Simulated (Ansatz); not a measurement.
System: sum formula H$_{2}$SiO$_{2}$F$_{2}$ (charge 0, singlet). 
Coordinates optimised at B3LYP-D3(BJ)/def2-TZVP (Ansatz, a program for electronic structure):
```xyz
7

O      1.5592    -0.4111    -0.1868
Si     0.0097     0.0006    -0.0100
O     -0.8955    -1.3260     0.2073
F     -0.2108     0.9984     1.2056
F     -0.4072     0.8080    -1.3029
H      1.9201    -1.1263     0.3420
H     -1.8031    -1.2425     0.5098
```
Charge 0, spin multiplicity 1.

Property: vertical triplet-singlet gap (E(triplet) - E(singlet); each state is the SCF solution reached for its spin), in kcal/mol. Valence correlation only, unless marked. UHF or UKS for open shells. Spin-orbit coupling is left out. Non-relativistic. CBS(X,Y): correlation extrapolated as X^-3; Hartree-Fock from the larger set.

```
level                                         program  vertical triplet-singlet gap (kcal/mol)
--------------------------------------------  -------  ---------------------------------------
wB97M-V/def2-TZVPD                             Ansatz                                      [?]
wB97X-V/def2-TZVPD                             Ansatz                                      [?]
B2PLYP/def2-TZVPD                              Ansatz                                    192.6
CCSD(T)/CBS(aug-cc-pV(T+d)Z,aug-cc-pV(Q+d)Z)   Ansatz                                    197.3
```

Problem. Fill in the missing entries.

Solution. 
- wB97M-V/def2-TZVPD, vertical triplet-singlet gap (kcal/mol): 193.3
- wB97X-V/def2-TZVPD, vertical triplet-singlet gap (kcal/mol): 196.1
